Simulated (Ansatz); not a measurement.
The first iterations of a band of BFH2 + BrH (6 atoms, charge 0, multiplicity 1).

The calculation used RKS PBE-D4/def2-SVP in Ansatz.

```json
{
 "movable images": "9",
 "climbing image": "yes",
 "spring": "5.0 eV/Å²",
 "optimiser": "quadratic models (default)",
 "start path": "straight line",
 "force threshold": "0.03 eV/Å",
 "iteration limit": "60",
 "end points": "relaxed"
}
```

Initial state:

```xyz
6
Properties=species:S:1:pos:R:3
B -0.006 0.266 -0.045
F -0.017 0.724 1.212
H 1.074 0.166 -0.598
H -1.082 0.096 -0.591
Br 0.091 -2.581 0.826
H 0.084 -1.955 2.119
```

Final state:

```xyz
6
Properties=species:S:1:pos:R:3
B 0.016 -0.380 -0.078
F 0.008 0.159 1.641
H 1.068 0.060 -0.477
H -1.067 -0.009 -0.466
Br 0.081 -2.337 0.386
H 0.039 -0.777 1.916
```

| iteration | highest image above the first end (eV) | largest band force component (eV/Å) |
| --- | --- | --- |
| 1 | 1.591 | 3.764 |
| 2 | 0.849 | 2.849 |
| 3 | 0.669 | 2.648 |
| 4 | 0.630 | 1.060 |
| 5 | 0.628 | 2.965 |

Q: Does the band converge within its limit, and where does its top end?

A: The forces met the threshold. It ended after 16 iterations with the highest image 0.631 eV above the first end. Another band between the same ends (9 images) ends at a top of the same energy, where a vibrational analysis finds 1 clearly imaginary mode. The orbitals stay closed-shell, which can raise the energy where a bond breaks towards radicals; this wasn't checked here.

Time of the run: 3.2 min on 1 thread of Arm Neoverse V2 (shared host), peak memory 0.16 GiB.
